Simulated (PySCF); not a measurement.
Species: ZrF₄ (singlet state).
Bonds: Zr1–F2, Zr1–F3, Zr1–F4, Zr1–F5.

The calculation used PySCF 2.14.0, PBE0-D3(BJ)/def2-SVP geometry optimisation, gas phase, def2 core potentials past Kr.

**Question.** What internal coordinates does the optimisation give?

**Answer.** 
```json
{"bond": "Zr1–F2 and 3 like bonds", "length (pm)": "189.5"}
```

Bonds in one row agree within 1 pm and their mean is given. A selection of angles:
```json
{"angle": "F2–Zr1–F3", "degrees": "109.5"}
```

All 4 F–Zr bonds measure 1.894 to 1.896 Å. Zr1 (zirconium bonded to 4 F) is tetrahedral (angles from 109.1° to 109.8°).

Point group: Td (every atom within 0.08 Å of its image). Stationary, but not proved a minimum.


Compound: SiI4.
Bonds: Si1–I2, Si1–I3, Si1–I4, Si1–I5.

Method used: PBE0-D3(BJ)/def2-SVP geometry optimisation, gas phase, def2 core potentials past Kr (PySCF 2.14.0).

Task: What internal coordinates does the optimisation give?

Result: 
```csv
bond,length (Å)
Si1–I2 and 3 like bonds,2.439
```

Bonds in one row agree within 0.01 Å and their mean is given. A selection of angles:
```csv
angle,degrees
I2–Si1–I3,109.7
```

Si1 (silicon bonded to 4 I) is tetrahedral (angles from 109.3° to 109.7°). All 4 I–Si bonds measure 2.438 to 2.440 Å.

Point group: Td (every atom within 0.08 Å of its image). Stationary, but not proved a minimum.

On one thread, Intel Xeon at 2.50 GHz (x86_64), on a shared host, this took 3.0 min of wall time and 0.54 GiB of memory at its peak. This is the geometry optimisation.
